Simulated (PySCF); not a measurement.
HO2, SMILES [O]O, multiplicity 2.

Geometry optimised at B3LYP-D3(BJ)/def2-TZVPD. The isomer is the one that the SMILES or the coordinates give; other isomers of the formula were not compared.

Two levels are set side by side: PBE/def2-TZVPD (PySCF) and B3LYP/def2-TZVPD (PySCF). Same geometry, gas phase. Differences are taken from unrounded values.

```
quantity                     B3LYP
---------------------------  -----
α-spin orbital gap (eV)       8.03
β-spin orbital gap (eV)       4.31
dipole moment (D)             2.20
mean polarisability (bohr³)   13.6
```

Problem. What does PBE give, and how far is it from B3LYP? (An estimate is asked for; the answer gives what the named calculation found.)

Solution. 
```tsv
quantity	PBE	PBE minus B3LYP
α-spin orbital gap (eV)	5.79	-2.24
β-spin orbital gap (eV)	1.48	-2.82
dipole moment (D)	2.23	0.03
mean polarisability (bohr³)	14.1	0.5
```

Loosely held outer electrons make PBE densities more polarisable. Differences between two approximate levels are no errors against the true value.

Rough cost on one machine, each run with all the roots and properties that it gave: B3LYP against PBE within a factor of 2.
